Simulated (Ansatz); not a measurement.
Gas-phase electronic energies from Ansatz, PBE0-D4/def2-TZVP geometries. CCSD(T)/CBS is the MP2 limit (def2-TZVPP, def2-QZVPP) plus CCSD(T) − MP2 in def2-TZVPP, frozen cores. DFT in def2-TZVPP. Elements past krypton have def2 core potentials. For Sn, Te outer-core shells are correlated without core-valence functions, which leaves a few kJ/mol of doubt a bond.

Reaction (redistribution): `[SiH3][SnH2][SiH3]` + H₂Te → `[SiH3][SnH3]` + `[SiH3][TeH]`

`[SiH3][SnH2][SiH3]`:

Cartesian coordinates in Å:
```
Si 0.272 2.036 -0.648
Sn -0.865 0.081 0.556
Si 0.429 -2.102 0.198
H -0.477 3.303 -0.433
H 0.337 1.761 -2.108
H 1.657 2.207 -0.136
H -0.969 0.419 2.230
H -2.465 -0.098 -0.024
H 0.506 -2.410 -1.255
H 1.811 -1.961 0.726
H -0.236 -3.236 0.893
```

H₂Te:

Z-matrix (Å, degrees):
```
Te
H 1 1.656
H 1 1.656 2 90.4
```

`[SiH3][SnH3]`:

```xyz
8

Si    0.309   -0.262    1.251
Sn   -0.293    0.247   -1.185
H     1.704   -0.769    1.339
H    -0.610   -1.292    1.803
H     0.196    0.971    2.075
H     0.747    1.439   -1.828
H    -1.897    0.820   -1.305
H    -0.155   -1.155   -2.149
```

`[SiH3][TeH]`:

Cartesian coordinates in Å:
```
Si 0.185 0.607 0.135
Te -1.289 -1.403 0.208
H 0.336 1.119 -1.250
H -0.506 1.618 0.973
H 1.527 0.316 0.699
H -0.254 -2.258 -0.765
```

**Question.** Is it downhill or uphill in electronic energy at CCSD(T)/CBS, and by how much? (Best estimate.)

**Answer.** Computed: Downhill: ΔE = -6.1 kcal/mol.

**Question.** What do these levels give: LDA (SPW92), PBE, r2SCANh, RPA@PBE/def2-TZVPP, MP2/def2-SVP, CCSD(T)/def2-SVP? (Estimate.)

**Answer.** The calculation gave: LDA (SPW92) -5.2, PBE -5.5, r2SCANh -6.5, RPA@PBE/def2-TZVPP -5.5, MP2/def2-SVP -6.2, CCSD(T)/def2-SVP -4.9 kcal/mol.

Largest T1 diagnostic among the species: 0.013.

From BLYP to BHLYP (50 % exact exchange), in def2-TZVPP and without D4, ΔE moves by −1.3 kcal/mol. In def2-TZVPP, CCSD(T) changes the Hartree–Fock value by +2.3 kcal/mol (the triples alone add +0.1 kcal/mol) and MP2 by +1.1 kcal/mol.
